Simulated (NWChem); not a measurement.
C₂H₅N₃Si; SMILES N[Si@H]1C=NC=N1

```xyz
11

N     -0.1473     2.1443    -0.5262
Si     0.0410     0.7213     0.4236
C     -1.2831    -0.6253     0.1069
N     -0.7048    -1.7329    -0.2030
C      0.7555    -1.5448    -0.2249
N      1.3344    -0.4387     0.0258
H      0.4020     2.9657    -0.3013
H     -0.2943     2.0735    -1.5264
H      0.1803     1.1452     1.8370
H     -2.3720    -0.6137     0.1702
H      1.2999    -2.4577    -0.4783
```
Atoms are numbered in this order, from 1.

Computed with NWChem. The geometry was optimised at B3LYP/6-31G* (spherical d). B3LYP is NWChem's, with the RPA form of VWN correlation. Total energies of different functionals are on different scales.

```
level                                  energy (Ha)  highest occupied level (eV)  orbital gap (eV)  dipole (D)
-------------------------------------  -----------  ---------------------------  ----------------  ----------
PBE/def2-TZVP                            -532.6424                   (withheld)        (withheld)        2.34
B3LYP/def2-TZVP                          -533.1044                        -7.10              4.60        2.35
LDA (Slater exchange, VWN5)/def2-TZVP    -529.8924                        -6.02              2.49        2.41
PBE0/def2-TZVP                           -532.6770                        -7.33              5.05        2.33
TPSSh/def2-TZVP                          -533.1092                        -6.51              3.78        2.34
CAM-B3LYP/def2-TZVP                      -532.9746                        -8.76              7.66        2.37
```

Question: Some entries are withheld; supply them.

Answer: 
- PBE/def2-TZVP, highest occupied level (eV): -5.87
- PBE/def2-TZVP, orbital gap (eV): 2.59
